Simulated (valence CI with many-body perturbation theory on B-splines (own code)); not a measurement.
## E1 line list for Nb2+

Method: valence CI with perturbative core correlation (CI+MBPT): three valence electrons over a frozen Dirac-Fock core [Kr], radial functions for each j: 7 s, 7 p, 8 d, 6 f, 4 g, 1 h, with the one-electron correlation potential Σ1, the two-electron term Σ2, the three-electron term Σ3, Breit, model QED; selected CI, second order for the rest, scaled by the run's own slope (own B-spline code, finite nucleus).

Set against measurement, 24 paired levels are off by 551 cm⁻¹ on average, the worst by 1058. These come from a selection out of Shadmi, J. Res. Natl. Bur. Stand. 70A, 435 (1966). Levels without a partner in it may be off by more, other configurations by 1,000 to 8,000 cm⁻¹.

Lines 1 to 50 of 542 in falling wavelength, among levels below 139162 cm⁻¹, chosen from the strongest by gf and those to the six lowest levels. Wavelengths and rates use the calculated energies, so an error of 600 cm⁻¹ moves a line at 1003 nm by 6 % and its rate by three times that or more. Electric multipoles are in the length gauge, E1 and E2 with the static RPA response of the core. Weak lines are less certain than strong ones. Lines between different terms over intervals too small for the method are left out, as are lines whose strength nearly cancels. Where a level lies close to another of its J and parity, the split of strength between their lines is uncertain. The highest levels of a list are the least certain.

Names give the largest LS component (configuration and term), which can be under half, so a name can repeat, a term be missing and a line seem to break the LS rules; names also repeat where a configuration has a term twice. Letters in brackets count levels of one name in rising energy.

| λ vac (nm) | Upper | Lower | A (s⁻¹) | S (a.u.) with core polarisation | S without |
| --- | --- | --- | --- | --- | --- |
| 1003 | 4d2 6p 4F°_7/2 | 4d2 5d 4F_7/2 [a] | 5.05e+06 | 2.01e+01 | 2.03e+01 |
| 1001 | 4d2 6p 4F°_5/2 | 4d2 5d 4F_5/2 [a] | 4.83e+06 | 1.44e+01 | 1.45e+01 |
| 990.8 | 4d2 6p 4F°_3/2 | 4d2 5d 4F_3/2 [a] | 8.23e+06 | 1.58e+01 | 1.60e+01 |
| 969.8 | 4d2 6p 4F°_9/2 | 4d2 5d 4F_9/2 [a] | 9.17e+06 | 4.13e+01 | 4.17e+01 |
| 931.7 | 4d2 6p 4G°_11/2 | 4d2 5d 4F_9/2 [a] | 3.75e+06 | 1.80e+01 | 1.82e+01 |
| 928.0 | 4d2 6p 4D°_5/2 | 4d2 5d 4F_7/2 [a] | 7.14e+06 | 1.69e+01 | 1.71e+01 |
| 916.0 | 4d2 6p 2G°_7/2 | 4d2 5d 4F_7/2 [a] | 4.18e+06 | 1.27e+01 | 1.28e+01 |
| 888.4 | 4d2 6p 4D°_7/2 [b] | 4d2 5d 4F_9/2 [a] | 8.52e+06 | 2.36e+01 | 2.38e+01 |
| 824.8 | 4d2 6p 2D°_3/2 | 4d2 5d 2D_3/2 [a] | 1.24e+07 | 1.37e+01 | 1.38e+01 |
| 817.2 | 4d2 6p 2G°_7/2 | 4d2 5d 2G_9/2 [a] | 5.55e+06 | 1.20e+01 | 1.21e+01 |
| 816.3 | 4d2 6p 4D°_7/2 [b] | 4d2 5d 2D_5/2 [a] | 6.42e+06 | 1.38e+01 | 1.39e+01 |
| 815.6 | 4d2 6p 2F°_5/2 | 4d2 5d 2G_7/2 [a] | 9.72e+06 | 1.56e+01 | 1.57e+01 |
| 799.4 | 4d2 6p 4D°_5/2 | 4d2 5d 4P_3/2 [a] | 6.72e+06 | 1.02e+01 | 1.03e+01 |
| 797.0 | 4d2 6p 2G°_7/2 | 4d2 6s 2F_7/2 | 5.07e+06 | 1.01e+01 | 1.04e+01 |
| 796.0 | 4d2 6p 4D°_7/2 [a] | 4d2 5d 2G_9/2 [a] | 6.73e+06 | 1.34e+01 | 1.35e+01 |
| 795.5 | 4d2 6p 2G°_7/2 | 4d2 5d 2H_9/2 [a] | 2.03e+07 | 4.03e+01 | 4.05e+01 |
| 791.9 | 4d2 6p 2G°_9/2 | 4d2 5d 2H_11/2 [a] | 3.00e+07 | 7.36e+01 | 7.39e+01 |
| 784.4 | 4d2 6p 4D°_7/2 [a] | 4d2 5d 4P_5/2 [a] | 1.04e+07 | 1.99e+01 | 2.01e+01 |
| 779.0 | 4d2 6p 2D°_5/2 | 4d2 5d 2D_5/2 [a] | 1.92e+07 | 2.69e+01 | 2.71e+01 |
| 776.8 | 4d2 6p 4D°_7/2 [a] | 4d2 6s 2F_7/2 | 1.41e+07 | 2.60e+01 | 2.67e+01 |
| 775.4 | 4d2 6p 4D°_7/2 [a] | 4d2 5d 2H_9/2 [a] | 1.01e+07 | 1.86e+01 | 1.87e+01 |
| 762.8 | 4d2 6p 2F°_5/2 | 4d2 6s 2F_5/2 | 3.00e+07 | 3.95e+01 | 4.05e+01 |
| 760.3 | 4d2 6p 4G°_5/2 | 4d2 6s 4F_5/2 | 1.41e+07 | 1.83e+01 | 1.88e+01 |
| 758.1 | 4d2 6p 4G°_7/2 | 4d2 6s 4F_7/2 | 6.15e+06 | 1.06e+01 | 1.08e+01 |
| 753.4 | 4d2 6p 4D°_7/2 [b] | 4d2 5d 2G_9/2 [a] | 8.01e+06 | 1.35e+01 | 1.36e+01 |
| 743.0 | 4d2 6p 4D°_7/2 [b] | 4d2 5d 4P_5/2 [a] | 6.83e+06 | 1.11e+01 | 1.12e+01 |
| 741.4 | 4d2 6p 4F°_3/2 | 4d2 6s 4F_5/2 | 1.68e+07 | 1.35e+01 | 1.38e+01 |
| 740.9 | 4d2 6p 4D°_7/2 [a] | 4d2 5d 2G_7/2 [a] | 1.07e+07 | 1.72e+01 | 1.74e+01 |
| 738.0 | 4d2 6p 4G°_5/2 | 4d2 6s 4F_3/2 | 3.72e+07 | 4.43e+01 | 4.54e+01 |
| 736.1 | 4d2 6p 4D°_7/2 [b] | 4d2 6s 2F_7/2 | 2.35e+07 | 3.70e+01 | 3.80e+01 |
| 730.8 | 4d2 6p 4G°_5/2 | 4d2 5d 4G_7/2 | 1.00e+07 | 1.16e+01 | 1.17e+01 |
| 729.8 | 4d2 6p 2G°_9/2 | 4d2 5d 2G_9/2 [a] | 9.89e+06 | 1.90e+01 | 1.91e+01 |
| 728.9 | 4d2 6p 2G°_7/2 | 4d2 6s 4F_9/2 | 7.57e+06 | 1.16e+01 | 1.19e+01 |
| 726.7 | 4d2 6p 4G°_7/2 | 4d2 5d 4G_9/2 | 7.83e+06 | 1.19e+01 | 1.19e+01 |
| 724.0 | 4d2 6p 4F°_9/2 | 4d2 6s 4F_9/2 | 5.86e+07 | 1.10e+02 | 1.12e+02 |
| 722.9 | 4d2 6p 4F°_7/2 | 4d2 6s 4F_7/2 | 4.40e+07 | 6.56e+01 | 6.73e+01 |
| 720.9 | 4d2 6p 2F°_5/2 | 4d2 6s 4F_7/2 | 2.29e+07 | 2.54e+01 | 2.60e+01 |
| 720.6 | 4d2 6p 4D°_5/2 | 4d2 6s 2F_5/2 | 1.79e+07 | 1.98e+01 | 2.03e+01 |
| 720.2 | 4d2 6p 4G°_9/2 | 4d2 5d 4G_11/2 | 6.65e+06 | 1.23e+01 | 1.23e+01 |
| 720.2 | 4d2 6p 4F°_3/2 | 4d2 6s 4F_3/2 | 4.55e+07 | 3.35e+01 | 3.43e+01 |
| 714.2 | 4d2 6p 4F°_5/2 | 4d2 6s 4F_5/2 | 3.73e+07 | 4.03e+01 | 4.13e+01 |
| 713.6 | 4d2 6p 2G°_9/2 | 4d2 6s 2F_7/2 | 5.76e+07 | 1.03e+02 | 1.06e+02 |
| 713.3 | 4d2 6p 2G°_7/2 | 4d2 6s 2F_5/2 | 4.35e+07 | 6.23e+01 | 6.37e+01 |
| 712.7 | 4d2 6p 4G°_7/2 | 4d2 6s 4F_5/2 | 5.06e+07 | 7.24e+01 | 7.41e+01 |
| 712.0 | 4d2 6p 4D°_7/2 [a] | 4d2 6s 4F_9/2 | 2.11e+07 | 3.01e+01 | 3.09e+01 |
| 708.9 | 4d2 6p 4G°_5/2 | 4d2 5d 4H_7/2 | 3.35e+07 | 3.53e+01 | 3.55e+01 |
| 705.7 | 4d2 6p 4G°_9/2 | 4d2 6s 4F_7/2 | 6.06e+07 | 1.05e+02 | 1.08e+02 |
| 705.7 | 4d2 6p 2D°_5/2 | 4d2 6s 2F_7/2 | 5.83e+07 | 6.06e+01 | 6.20e+01 |
| 703.8 | 4d2 6p 4D°_7/2 [b] | 4d2 5d 2G_7/2 [a] | 9.23e+06 | 1.27e+01 | 1.28e+01 |
| 702.5 | 4d2 6p 4G°_11/2 | 4d2 6s 4F_9/2 | 6.25e+07 | 1.28e+02 | 1.32e+02 |
